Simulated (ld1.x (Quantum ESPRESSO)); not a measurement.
u(r) = r·R(r): atom against pseudo-atom (molybdenum)

Columns: radius, all-electron u(r) and pseudo u(r) of the 4d shell (level -10.66 eV) of molybdenum in the configuration [Kr] 4d5 5s0 5p0; LDA (PZ), scalar-relativistic, PAW scheme, ld1.x (Quantum ESPRESSO) 7.5.

```
r (bohr)  all-electron   pseudo
   0.170        0.2751  -0.0061
   0.340        0.3077  -0.0455
   0.510        0.0322  -0.1367
   0.680       -0.2757  -0.2757
   0.850       -0.5105  -0.4373
   1.020       -0.6571  -0.5867
   1.190       -0.7316  -0.6941
   1.360       -0.7553  -0.7456
   1.530       -0.7464  -0.7476
   1.700       -0.7177  -0.7187
   1.870       -0.6778  -0.6778
   2.040       -0.6323  -0.6323
   2.210       -0.5846  -0.5846
   2.380       -0.5369  -0.5369
   2.550       -0.4906  -0.4906
   2.720       -0.4464  -0.4464
   2.890       -0.4047  -0.4047
   3.060       -0.3659  -0.3659
   3.230       -0.3298  -0.3298
   3.400       -0.2967  -0.2967
   3.570       -0.2663  -0.2663
   3.740       -0.2385  -0.2385
   3.910       -0.2132  -0.2132
   4.080       -0.1903  -0.1903
   4.250       -0.1696  -0.1696
   4.420       -0.1509  -0.1509
```

How many radial nodes do the two functions have?

The all-electron 4d function has n − l − 1 = 1; the pseudo-wave has 0, since the states of the same l below it are removed with the core.

At about which radius was the pseudo-wave matched?

1.90 bohr, where the columns begin to agree (steps of 0.17 bohr).

Is the pseudo-wave norm-conserving?

No, it belongs to a PAW set: the norm inside the radius is not constrained, and the difference is carried by the augmentation charge.
